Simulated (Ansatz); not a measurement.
Reaction (ligand exchange at the Si–S bond): `C=CS[SiH2]C` + CH₃OH → `CO[SiH2]C` + `C=CS`

Calculated with Ansatz (gas phase, PBE0-D4/def2-TZVP geometries, no zero-point term in ΔE). CCSD(T)/CBS adds triple-zeta CCSD(T) − MP2 to the extrapolated MP2 energy (def2 sets, frozen cores). This one scheme is used for every species. Each species was taken in one conformer, which may not be the lowest.

| species | CCSD(T)/CBS(def2) energy (Eh) |
| --- | --- |
| `C=CS[SiH2]C` | -805.83500 |
| CH₃OH | -115.61712 |
| `CO[SiH2]C` | -445.20896 |
| `C=CS` | -476.25541 |

Question: Work out ΔE.

Answer: ΔE = (-445.20896) + (-476.25541) − (-805.83500) − (-115.61712) = -0.01225 Eh = -32.2 kJ/mol.

Largest T1 diagnostic among the species: 0.012.

The D4 term adds +3.9 kJ/mol with B3LYP and +2.1 kJ/mol with PBE0; it sums over pairs of atoms, weighted by their polarisabilities, and B3LYP, whose exchange is more repulsive, gets the larger term. Leaving LDA and LC-ωPBE aside and taking each functional with its dispersion term where it has one, the values, not all of them listed here, spread over 21.3 kJ/mol, from CAM-B3LYP-D4 to revPBE-D4. LDA lies −4.9 kJ/mol from PBE without D4.

B3LYP here is the variant with VWN-RPA as its local correlation; programs differ in this.
